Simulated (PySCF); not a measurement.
Computed shifts of a molecule CH3NO2Si, HF/pcSseg-1 (PySCF), GIAO, gas phase, equivalent atoms averaged, in ppm (number of nuclei): ¹⁵N: 194.2 (1). ¹³C: 123.8 (1). ²⁹Si: -27.7 (1). ¹H: 4.80 (1), 4.48 (1), 3.57 (1). References: ¹⁵N against NH3 (σ = 267.3 ppm); ¹³C against TMS (σ = 192.6 ppm); ¹⁷O against H2O (σ = 333.0 ppm); ²⁹Si against TMS (σ = 393.8 ppm); ¹H against TMS (σ = 31.99 ppm), references at their B3LYP-D3(BJ)/def2-TZVP geometries, non-relativistic. The structure is a stationary point at r2SCAN-D4/def2-SVP. The values are those of a single conformer.

**Question.** Pick the molecule that these values belong to.
A) N#CO[SiH2]O
B) O[Si@H]1N=CO1
C) O=C=N[SiH2]O

**Answer.** A, N#CO[SiH2]O
